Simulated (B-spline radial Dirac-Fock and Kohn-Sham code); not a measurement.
**5s photoionisation of Tm⁺ near threshold**

System: Tm⁺, configuration 1s2 2s2 2p6 3s2 3p6 3d10 4s2 4p6 4d10 4f14 5s2 5p6 (not the ground configuration). The computed 5s threshold is 61.55 eV; without correlation, outer thresholds are uncertain by 1 to 2 eV.

The computed values come from a radial finite-basis atomic code: the independent-particle Dirac-Slater model, thresholds from Dirac-Fock. Interchannel coupling and autoionising resonances are not included, so magnitudes near threshold are approximate.

| kinetic energy (eV) | σ (Mb) | β |
| --- | --- | --- |
| 1.5 | 0.0457 | -0.92 |
| 1.9 | 0.0455 | -0.90 |
| 2.3 | 0.0452 | -0.88 |
| 2.9 | 0.0450 | -0.84 |
| 3.7 | 0.0449 | -0.78 |
| 4.6 | 0.0449 | -0.71 |
| 5.7 | 0.0452 | -0.60 |
| 7.2 | 0.0458 | -0.46 |
| 9.0 | 0.0470 | -0.27 |
| 11.2 | 0.0488 | -0.05 |
| 14.0 | 0.0516 | 0.20 |
| 17.5 | 0.0551 | 0.46 |
| 21.9 | 0.0597 | 0.73 |
| 27.4 | 0.0648 | 0.98 |
| 34.2 | 0.0695 | 1.18 |
| 42.8 | 0.0732 | 1.36 |
| 53.5 | 0.0751 | 1.49 |
| 66.9 | 0.0749 | 1.60 |
| 83.7 | 0.0720 | 1.68 |
| 104.7 | 0.0666 | 1.74 |
| 130.9 | 0.0597 | 1.78 |
| 163.6 | 0.0520 | 1.82 |
| 204.6 | 0.0437 | 1.84 |
| 255.8 | 0.0357 | 1.87 |
| 319.9 | 0.0286 | 1.88 |
| 400.0 | 0.0223 | 1.90 |

The cross section has a minimum of 0.045 Mb near 4 eV kinetic energy, a Cooper minimum, where a dipole matrix element changes sign; it needs a radial node in the bound orbital. Its largest value, 0.0751 Mb, lies 54 eV above threshold. β ranges from -0.92 (at 1.5 eV) to 1.90.
